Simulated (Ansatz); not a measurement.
Consider the ligand exchange at a Ti–C bond: `C#[C][Ti]([F])([F])[F]` + HCl → `[F][Ti]([F])([F])[Cl]` + `C#C`.

Program: Ansatz. Geometries: PBE0-D4/def2-TZVP. ΔE: electronic, gas phase. CCSD(T)/CBS adds triple-zeta CCSD(T) − MP2 to the extrapolated MP2 energy (def2 sets, frozen cores). This one scheme is used for every species. DFT in def2-TZVPP. B3LYP here is the variant with VWN-RPA as its local correlation; programs differ in this. For Ti outer-core shells are correlated without core-valence functions, which leaves a few kJ/mol of doubt a bond. Scalar relativity is left out up to krypton.

Question: Is it downhill or uphill in electronic energy at CCSD(T)/CBS, and by how much? (Best estimate.)

Answer: Ansatz gave: Downhill: ΔE = -28.3 kcal/mol.

Question: What do these levels give: B97M-V, PBE0-D4, ωB97M-V, PBE, B3LYP, HF/def2-SVP? (Best estimate.)

Answer: Computed: B97M-V -29.5, PBE0-D4 -29.0, ωB97M-V -29.0, PBE -29.0, B3LYP -29.3, HF/def2-SVP -27.3 kcal/mol.

Largest T1 diagnostic among the species: 0.024, so the coupled-cluster value is less sure than usual.

At CCSD(T), def2-SVP lies +2.1 kcal/mol from the extrapolated value and def2-TZVPP +0.9 kcal/mol. Leaving LDA and LC-ωPBE aside and taking each functional with its dispersion term where it has one, the values, not all of them listed here, spread over 1.8 kcal/mol, from r2SCAN-D4 to revPBE-D4. LDA lies −0.9 kcal/mol from PBE without D4.
